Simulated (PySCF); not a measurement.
Calculation: PBE0-D3(BJ)/def2-TZVP (PySCF). Gas-phase values, no solvent. Excitations are Tamm–Dancoff values on a coarser integration grid. The basis has no diffuse functions, so Rydberg states are missing or too high.

Reference species (SMILES): `N(=[SiH]/[SiH3])/[H]` (neutral, multiplicity 1).

- LUMO: -1.99 eV
- S1 excitation (TDA): 3.68 eV

Changed species: `[SiH2]=N[SiH3]`.

Problem. Predict the effect on the LUMO and S1 excitation (TDA).

Solution. the LUMO drops by 0.10 eV, to -2.09 eV; the S1 excitation (TDA) falls by 0.08 eV, to 3.60 eV.
